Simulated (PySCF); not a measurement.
Static polarisabilities and like-pair C6 coefficients by linear response at CAM-B3LYP/def2-SVPD (PySCF, frozen core in the response, non-relativistic, gas phase), PBE0-D3(BJ)/def2-SVP geometries, one conformer each; atomic units unless stated. Spin–orbit coupling is left out although an atom past zinc is present.

| label | species | α | C6 |
| --- | --- | --- | --- |
| P | `c1scc(c1)B(C)C` | 103.0 | 3934 |
| Q | `C[C@@H]1CC[CH2][GaH]1` | 86.5 | 2881 |
| R | `[CH3][GaH][CH]=C(C)C` | 94.7 | 3170 |
| S | `[CH3][GaH][CH]1CCC1` | 86.9 | 2904 |
| T | `[GaH2][CH]1CCCC1` | 86.5 | 2885 |
| U | `COC1=CON=C1F` | 59.5 | 1637 |

Estimate the unlike-pair coefficients by the rule C6(AB) = 2·C6(AA)·C6(BB) / [C6(AA)·αB/αA + C6(BB)·αA/αB], and compare with the geometric mean, for PQ, PR, PT, QR, QU, RU, ST and TU.

```tsv
pair	combination rule	geometric mean	ratio
PQ	3366	3366	1.000
PR	3530	3531	1.000
PT	3368	3369	1.000
QR	3019	3022	0.999
QU	2163	2172	0.996
RU	2258	2278	0.991
ST	2894	2894	1.000
TU	2164	2173	0.996
```

The rule is exact for one-pole polarisabilities and never exceeds the geometric mean; the two meet where both partners have the same effective excitation energy. These unlike-pair values are estimates, not computed integrals.
